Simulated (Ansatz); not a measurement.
`C=C[Si](N)(Cl)O[SiH3]`, relaxed with RKS PBE0-D4/def2-TZVP in the Gaussian-basis code of Ansatz from a GFN2-xTB geometry. The force threshold is 0.005 eV/Å; the program also tests the step.

The species carries charge 0 and has multiplicity 1.

Start:

```xyz
15

C    -0.753   -1.805   -1.190
C    -0.131   -0.729   -1.645
Si    0.362    0.747   -0.592
N     2.031    1.078   -0.822
Cl   -0.617    2.417   -1.149
O    -0.018    0.452    0.957
Si   -0.862    0.219    2.322
H    -1.012   -1.904   -0.147
H    -1.024   -2.632   -1.828
H     0.111   -0.676   -2.699
H     2.392    2.000   -0.640
H     2.714    0.376   -0.592
H    -0.261   -0.974    2.917
H    -2.266    0.012    1.972
H    -0.665    1.418    3.133
```

(1) How much energy does the relaxation release, and in how many steps? (Best estimate.)

(2) Which bonds change most? (Estimate.)

(3) Give the relaxed structure. (Best estimate.)

## Answers

(1) Computed: 0.14 eV, in 58 steps, 4 of them rejected.

(2) Computed: Si3–Cl5 from 2.014 to 2.063 Å; C2–Si3 from 1.879 to 1.841 Å; Si7–H15 from 1.461 to 1.487 Å; Si3–N4 from 1.718 to 1.695 Å.

(3) The calculation gave: 
```xyz
15

C    -0.551   -1.987   -1.471
C    -0.075   -0.786   -1.791
Si    0.216    0.540   -0.548
N     1.815    1.099   -0.624
Cl   -0.938    2.207   -0.931
O    -0.260   -0.049    0.896
Si   -0.767    0.417    2.383
H    -0.804   -2.239   -0.446
H    -0.708   -2.763   -2.215
H     0.164   -0.576   -2.832
H     2.061    2.037   -0.357
H     2.596    0.466   -0.578
H    -0.652   -0.756    3.285
H    -2.180    0.868    2.329
H     0.081    1.523    2.901
```
